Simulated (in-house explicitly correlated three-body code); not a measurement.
The numbers below are computed, except where a source is named.
# Taking the two-electron ground state apart, Z = 1.27

A variational code in 260 exponentially correlated functions gives, for two electrons around a point charge Z = 1.27 (non-relativistic, fixed nucleus, atomic units): E = -0.9715016, <1/r> = 0.958199 per electron, <1/r12> = 0.490822. From its density, U = 1.125755 (Hartree energy) and T_s = 0.939949 (kinetic energy of the doubly filled orbital √(n/2)). Further, <r²> = 4.35304 per electron, <r12²> = 9.31081 and <p1·p2> = 0.0668837.

Check the virial theorem, and compare with the screened hydrogenic estimate.

V = −2Z<1/r> + <1/r12> = -2.433825 + 0.490822 = -1.943003, and 2E = -1.943003, so T = −E = 0.971502. A product of 1s orbitals with exponent Z − 5/16 = 0.9575 gives −0.9575² = -0.91681, which is 54.7 millihartree too high.

Find the exchange and correlation energies of density-functional theory.

For two electrons in one orbital E_x = −U/2 = -0.562878. The potential part of correlation is U_c = <1/r12> − U − E_x = -0.072056, the kinetic part T_c = T − T_s = 0.031553, and E_c = T_c + U_c = -0.040503 hartree. Restricted Hartree-Fock gives -0.931434, so the correlation energy of wave-function theory is -0.040068.

What do the second moments say about angular correlation and diamagnetism?

From r12² = r1² + r2² − 2 r1·r2, <r1·r2> = <r²> − <r12²>/2 = -0.30236 bohr². It vanishes for a product of s orbitals, and its negative sign shows that the electrons favour opposite sides of the nucleus. The Langevin susceptibility is −0.79199e-6 × 2<r²> = -6.895e-6 cm³/mol.

How does a model nuclear mass of 2.5 u change the ionisation energy, to first order in m/M (1 hartree = 27.211386 eV)?

m/M = 1/(2.5 × 1822.8885) = 2.19432e-04. With a fixed nucleus the second electron is bound by −Z²/2 − E = 0.165052 hartree = 4.4913 eV. The reduced mass scales this by 1 − m/M, a change of -0.986 meV. The mass-polarisation term raises the two-electron state by (m/M)<p1·p2> = 14.68 microhartree, a further -0.399 meV. The sum is 4.4899 eV, before relativistic and QED terms.
